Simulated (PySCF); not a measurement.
Tetrahydropyran-4-one, C5H8O2.
SMILES with atom numbers: `[O:1]=[C:2]1[CH2:3][CH2:4][O:5][CH2:6][CH2:7]1` (hydrogens: H8, H9 on C3; H10, H11 on C4; H12, H13 on C6; H14, H15 on C7)

The closed-shell ground state was solved at several levels (PySCF, density fitting, gas phase, non-relativistic). Isolated species at its PBE0-D3(BJ)/def2-TZVP geometry (one conformer only).

| level | basis functions | total energy (Eh) | HOMO (eV) | LUMO (eV) | gap (eV) | dipole (D) |
| --- | --- | --- | --- | --- | --- | --- |
| B97-2/pcSseg-2 | 364 | -345.7916 | -6.93 | -0.74 | 6.19 | 1.92 |
| PBE0/pcSseg-2 | 364 | -345.5231 | -7.21 | -0.69 | 6.52 | 1.93 |
| KT3/pcSseg-2 | 364 | -351.0832 | -5.81 | -1.75 | 4.06 | 1.90 |

**Question.** What might wB97X-D/pcSseg-2 (364 basis functions) give for the same quantities?

**Answer.** Total energy -345.8038 Eh, HOMO -9.12 eV, LUMO 1.17 eV, gap 10.29 eV, dipole 1.92 D.

**Question.** Over all these levels, which gives the widest orbital gap and which the narrowest?

**Answer.** wB97X-D/pcSseg-2 (range-separated hybrid) has the widest, 10.29 eV, and KT3/pcSseg-2 (GGA) the narrowest, 4.06 eV. From the narrowest to the widest the HOMO moves by -3.31 eV and the LUMO by +2.92 eV.

**Question.** In the pcSseg-2 basis, how does the gap go with the fixed share of exact exchange?

**Answer.** KT3 (0 %) 4.06 eV; B97-2 (21 %) 6.19 eV; PBE0 (25 %) 6.52 eV. Each rise in the share widens the gap here.

**Question.** How far do the dipole and the HOMO energy spread over the levels?

**Answer.** The dipole runs from 1.90 to 1.93 D (mean 1.92 D) and the HOMO from -9.12 to -5.81 eV.

wB97X-D is run here without its empirical dispersion term; that term would change no orbital, density or response property at a fixed geometry.
